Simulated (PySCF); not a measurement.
**A small calculation by hand: dipole moment from atomic charges**

Al(Cl)2(OH) (AlCl₂HO), SMILES [OH][Al]([Cl])[Cl]. Atoms are numbered in the order given.

```xyz
5

Al     0.0000     0.0000     0.3688
Cl     0.0000    -1.7884    -0.7021
Cl     0.0000     1.7884    -0.7021
O      0.0000     0.0000     2.0144
H      0.0000     0.0000     2.9611
```

Geometry: PBE0-D3(BJ)/def2-SVP. The geometry has at least one imaginary mode, so it is a saddle point at that level. The values are those of a single conformer.

Charges (e) from PBE/def2-TZVPD (PySCF):

| atom | ESP fit | IAO |
|---|---|---|
| Al1 | 0.810 | 1.091 |
| Cl2 | -0.251 | -0.337 |
| Cl3 | -0.251 | -0.337 |
| O4 | -0.758 | -0.816 |
| H5 | 0.450 | 0.398 |

The dipole moment of the full density is 2.14 D.

What dipole moment does each set of point charges give, and which comes closer to that of the density?


μ = Σ q r, and 1 e Å = 4.8032 D.
ESP fit: Σ q r = (0.000, 0.000, 0.457) e Å, |μ| = 2.19 D.
IAO: Σ q r = (0.000, 0.000, 0.410) e Å, |μ| = 1.97 D.
ESP fit comes closer in size. Point charges leave out the atoms' own dipoles (lone pairs, polarised bonds); fits to the potential absorb them, partitions of the density don't.
